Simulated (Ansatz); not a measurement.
Compare A (`NC(=O)C[SeH]`) with its isomer B (`N=COC[SeH]`).

Isolated molecules relaxed with PBE0-D4/def2-TZVP in Ansatz; ΔE leaves out vibrations. CCSD(T)/CBS adds triple-zeta CCSD(T) − MP2 to the extrapolated MP2 energy (def2 sets, frozen cores). Functionals use def2-TZVPP. B3LYP here is the variant with VWN-RPA as its local correlation; programs differ in this. For Se outer-core shells are correlated without core-valence functions, which leaves a few kJ/mol of doubt a bond. Scalar relativity is left out up to krypton. One conformer a species, not always the lowest.

Problem. Which isomer does CCSD(T)/CBS put lower? Give the gap. (Best estimate.)

Solution. Ansatz gave: A, by 31.2 kcal/mol.

Problem. Give E(B) − E(A) in kcal/mol with ωB97M-V, MP2/def2-TZVPP, B3LYP-D4, r2SCAN-D4, PBE-D4, HF/def2-TZVPP, B2PLYP. (Best estimate.)

Solution. Ansatz gave: ωB97M-V 32.0, MP2/def2-TZVPP 32.6, B3LYP-D4 31.9, r2SCAN-D4 33.2, PBE-D4 32.8, HF/def2-TZVPP 31.5, B2PLYP 31.6. None reverses the order clearly.

Largest T1 diagnostic: 0.013.

From PBE to PBE0 (25 % exact exchange), in def2-TZVPP and without D4, E(B) − E(A) moves by +1.0 kcal/mol.
